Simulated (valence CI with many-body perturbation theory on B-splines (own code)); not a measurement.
**As XI: what each term of the Hamiltonian does**

Calculated by valence CI with perturbative core correlation (CI+MBPT): five valence electrons over a frozen Dirac-Fock core [Ar], a basis of 7 s, 7 p, 8 d, 6 f, 4 g, 1 h functions for each j, with the one-electron correlation potential Σ1 (screened to all orders), the two-electron term Σ2, the three-electron term Σ3, Breit, model QED; selected single and double excitations, second order for the rest, scaled by the run's own slope (own B-spline code, finite nucleus).

No measured levels were compared; by estimate terms of the open shell hold to 2 to 4 % of their energy, and close levels can change places. Only levels of the ground parity were solved; by the run's estimate the other parity begins above the list, which can be wrong where configurations are misplaced.

Each rung adds one term. CI alone is the Dirac-Coulomb CI over the frozen core; QED comes last and gives the full result, which names the levels. Energies are above 3d⁵ ⁶S_5/2 on the same rung, in eV.

Names give the largest LS component (configuration and term), which can be under half, so a name can repeat, a term be missing and a line seem to break the LS rules; names also repeat where a configuration has a term twice. Letters in brackets count levels of one name in rising energy.

| Level | CI alone | Σ1 | Σ2 | Σ3 | Breit | QED | Full |
| --- | --- | --- | --- | --- | --- | --- | --- |
| 3d⁵ ⁴G_5/2 | 7.978 | +0.0332 | -0.2530 | -0.0935 | +0.0191 | -0.0003 | 7.683 |
| 3d⁵ ⁴G_11/2 | 8.084 | +0.0365 | -0.2485 | -0.1008 | -0.0679 | +0.0003 | 7.703 |
| 3d⁵ ⁴G_7/2 | 8.048 | +0.0374 | -0.2451 | -0.0907 | -0.0096 | +0.0002 | 7.740 |
| 3d⁵ ⁴G_9/2 | 8.091 | +0.0397 | -0.2396 | -0.0894 | -0.0400 | +0.0005 | 7.762 |
| 3d⁵ ⁴P_5/2 | 8.720 | +0.0280 | -0.2475 | -0.1515 | +0.0431 | -0.0016 | 8.390 |
| 3d⁵ ⁴P_3/2 | 8.849 | +0.0338 | -0.2292 | -0.1566 | +0.0358 | -0.0009 | 8.532 |
| 3d⁵ ⁴P_1/2 | 9.005 | +0.0382 | -0.1858 | -0.1738 | +0.0198 | -0.0001 | 8.703 |
| 3d⁵ ⁴D_7/2 | 9.800 | +0.0449 | -0.4305 | -0.0418 | -0.0138 | +0.0002 | 9.359 |
| 3d⁵ ⁴D_1/2 | 9.977 | +0.0515 | -0.3869 | -0.0685 | +0.0016 | +0.0013 | 9.576 |
| 3d⁵ ⁴D_5/2 | 10.064 | +0.0557 | -0.3356 | -0.0793 | -0.0294 | +0.0018 | 9.678 |
| 3d⁵ ⁴D_3/2 | 10.067 | +0.0573 | -0.3357 | -0.0869 | -0.0185 | +0.0019 | 9.685 |
| 3d⁵ ²I_11/2 | 11.574 | +0.0492 | -0.2653 | -0.1971 | -0.0414 | -0.0001 | 11.119 |
| 3d⁵ ²I_13/2 | 11.726 | +0.0571 | -0.2512 | -0.1946 | -0.1034 | +0.0009 | 11.234 |
| 3d⁵ ²D_5/2 [a] | 12.242 | +0.0475 | -0.3169 | -0.2234 | +0.0344 | -0.0008 | 11.783 |
| 3d⁵ ²D_3/2 [a] | 12.614 | +0.0541 | -0.3447 | -0.2051 | +0.0165 | -0.0001 | 12.135 |
| 3d⁵ ²F_7/2 [a] | 13.016 | +0.0565 | -0.3543 | -0.2224 | -0.0039 | -0.0003 | 12.491 |
| 3d⁵ ⁴F_9/2 | 13.107 | +0.0573 | -0.3772 | -0.0738 | -0.0195 | -0.0003 | 12.693 |
| 3d⁵ ⁴F_5/2 | 13.242 | +0.0655 | -0.3312 | -0.1056 | +0.0010 | +0.0008 | 12.872 |
| 3d⁵ ⁴F_7/2 | 13.343 | +0.0728 | -0.2537 | -0.1363 | -0.0311 | +0.0019 | 12.997 |
| 3d⁵ ⁴F_3/2 | 13.542 | +0.0777 | -0.3193 | -0.1191 | -0.0165 | +0.0023 | 13.167 |
| 3d⁵ ²H_9/2 | 13.899 | +0.0645 | -0.2908 | -0.1824 | -0.0254 | +0.0003 | 13.465 |
| 3d⁵ ²F_5/2 [a] | 14.015 | +0.0943 | -0.2440 | -0.1768 | -0.0653 | +0.0049 | 13.628 |
| 3d⁵ ²H_11/2 | 14.330 | +0.0784 | -0.1794 | -0.2456 | -0.0878 | +0.0024 | 13.898 |
| 3d⁵ ²G_7/2 [a] | 14.556 | +0.0749 | -0.5182 | -0.1218 | -0.0426 | +0.0014 | 13.950 |
| 3d⁵ ²G_9/2 [a] | 14.881 | +0.0874 | -0.3860 | -0.1455 | -0.0761 | +0.0032 | 14.364 |
| 3d⁵ ²F_5/2 [b] | 15.536 | +0.0788 | -0.6204 | -0.1355 | -0.0103 | +0.0012 | 14.850 |
| 3d⁵ ²F_7/2 [b] | 15.570 | +0.0801 | -0.6241 | -0.0218 | -0.0420 | +0.0018 | 14.964 |
| 3d⁵ ²S_1/2 | 17.016 | +0.0797 | -0.8231 | -0.0392 | +0.0033 | +0.0011 | 16.238 |
| 3d⁵ ²D_3/2 [b] | 18.753 | +0.0910 | -0.6179 | -0.1121 | +0.0115 | +0.0011 | 18.127 |
| 3d⁵ ²D_5/2 [b] | 18.860 | +0.0969 | -0.6062 | -0.0885 | -0.0224 | +0.0019 | 18.241 |
| 3d⁵ ²G_9/2 [b] | 20.802 | +0.1022 | -0.6571 | -0.0404 | -0.0392 | +0.0014 | 20.169 |

The middle columns are the shifts that each term adds.

Problem. How does the ionisation energy move along the ladder, and which term matters most?

Solution. CI alone 286.52, + Σ1 288.55, + Σ2 294.93, + Σ3 294.94, + Breit 294.97, + QED 294.98 eV. The largest step is Σ2, 6.39 eV. NIST lists 296 ± 2.4 eV (theoretical).
